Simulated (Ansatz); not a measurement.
Coupled-cluster run, Cl$_{2}$H$_{6}$Si$_{2}$Sn, SMILES `[SiH3][Sn]([SiH3])([Cl])[Cl]`.

```yaml
crystal:
  periodic: [false, false, false]
  atoms:
    - {symbol: Si, position_ang: [-2.271073, 0.410431, 0.400362]}
    - {symbol: Sn, position_ang: [0.114493, 0.373414, -0.550202]}
    - {symbol: Si, position_ang: [2.136688, -0.930963, 0.347124]}
    - {symbol: Cl, position_ang: [-0.109499, -0.274421, -2.793233]}
    - {symbol: Cl, position_ang: [0.795793, 2.616209, -0.632403]}
    - {symbol: H, position_ang: [-2.218934, 0.919253, 1.793852]}
    - {symbol: H, position_ang: [-2.811022, -0.972161, 0.382213]}
    - {symbol: H, position_ang: [-3.084117, 1.305016, -0.457258]}
    - {symbol: H, position_ang: [3.292505, -0.630297, -0.530670]}
    - {symbol: H, position_ang: [2.404010, -0.493303, 1.740123]}
    - {symbol: H, position_ang: [1.816556, -2.380176, 0.320492]}
basis:
  gaussian: {orbitals: def2-TZVPP}
correlation: {method: ccsd_t}
output: {orbitals: {seedname: orbitals}}
```

```sh
$ ansatz run in.yaml --threads 4 --pin off --events-out ev --progress --plain --max-ram 11315MiB
```

Log, shortened:

```
Functional definition: HF
1900 factors; integrals over basis functions are off by at most 9.6e-4 eV
mean field evaluation 1: about -46633.7802 eV, gradient 2.4e1 eV
mean field evaluation 2: about -46634.0193 eV, gradient 2.4e1 eV
mean field evaluation 4: about -46636.6000 eV, gradient 3.4e0 eV
mean field evaluation 8: about -46636.6681 eV, gradient 2.2e-1 eV
mean field -46636.66826788 eV, -1713.8659473754 hartree, gradient 9.3e-6 eV, S^2 0.000000; 0 other end points of the search recorded, 0 dependent functions left out
24 core orbitals not correlated: weight in the atoms' cores, before any rotation towards them, 1.000 or more for the frozen orbitals, at most 0.000 for the correlated occupied ones
reference -46636.66826788 eV, -1713.8659473754 hartree; 21, 21 occupied and 257, 257 virtual orbitals, 1900 factors
second order -25.83392336 eV of doubles, -0.00000000 eV of singles
cycle   1  -26.87710260 eV  change    -1.0e0 eV  update   1.2e-1
cycle   2  -27.60184862 eV  change   -7.2e-1 eV  update   3.4e-2
cycle   3  -27.71990928 eV  change   -1.2e-1 eV  update   1.7e-2
cycle   4  -27.70518359 eV  change    1.5e-2 eV  update   4.4e-3
cycle   5  -27.70252855 eV  change    2.7e-3 eV  update   1.8e-3
cycle   6  -27.70273032 eV  change   -2.0e-4 eV  update   4.4e-4
cycle   7  -27.70255439 eV  change    1.8e-4 eV  update   1.3e-4
cycle   8  -27.70255877 eV  change   -4.4e-6 eV  update   3.9e-5
perturbative correction -1.03292001 eV, -0.0379591101 hartree
Total energy: -46665.40374666 eV, -1714.9219567430 hartree
```

Run time 12 min (4 threads of an Arm Neoverse V1 on a shared host); peak host memory 9.9 GiB.

Correlation energy per correlated electron: -0.684 eV. T1 diagnostic: 0.0121.
